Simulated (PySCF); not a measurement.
Spectra and structures to be paired. Method used: TDDFT CAM-B3LYP/def2-SVPD, vertical, gas phase, core orbitals frozen in the response in PySCF 2.14.0, density-fitted response routines. Geometries: PBE0-D3(BJ)/def2-SVP; one conformer of each isolated species. Triplets are in the Tamm–Dancoff approximation.

A. `C1c2cccc(CO)c2C(CC1)=O`
B. `FC1=CC=C[SiH2]1`
C. `FB(F)C1CC1`

Lowest singlet levels (six at most, fewer where fewer were computed) with oscillator strengths:

1. 154 nm (f 0.008); 150 nm (f 0.245); 146 nm (f 0.000); 145 nm (f 0.004); 140 nm (f 0.003); 139 nm (f 0.001); T1 7.22 eV
2. 312 nm (f 0.000); 265 nm (f 0.051); 243 nm (f 0.067); 237 nm (f 0.118); 194 nm (f 0.248); 193 nm (f 0.323); T1 3.52 eV
3. 289 nm (f 0.054); 214 nm (f 0.000); 201 nm (f 0.008); 194 nm (f 0.000); 188 nm (f 0.005); 183 nm (f 0.040)

**Question.** Which spectrum belongs to which structure?

**Answer.** 1 = C, 2 = A, 3 = B.
- A: S1 at 3.98 eV, HOMO-3→LUMO (34%), HOMO-2→LUMO (31%), HOMO-1→LUMO (23%); Löwdin shares by element: HOMO carbon 70% or more (atoms not listed hold the other 30%); LUMO carbon 43% or more, oxygen 17% or more (atoms not listed hold the other 40%); HOMO -8.60 and LUMO -0.94 eV.
- B: S1 at 4.29 eV, HOMO→LUMO (98%); Löwdin shares by element: HOMO carbon 82% (atoms not listed hold the other 18%); LUMO carbon 72% (atoms not listed hold the other 29%); HOMO -7.99 and LUMO -0.53 eV; point group Cs, 2 of its 6 listed states under f = 0.0005.
- C: S1 at 8.03 eV, HOMO-1→LUMO+1 (89%); Löwdin shares by element: HOMO (one of a set within 0.03 eV) carbon 80% (atoms not listed hold the other 20%); LUMO boron 58%, fluorine 14%, carbon 5% or more (atoms not listed hold the other 23%); HOMO -10.36 and LUMO 1.09 eV.

Without π bonds the low states may be Rydberg-like; a valence basis with one diffuse set may place them up to an eV too high.
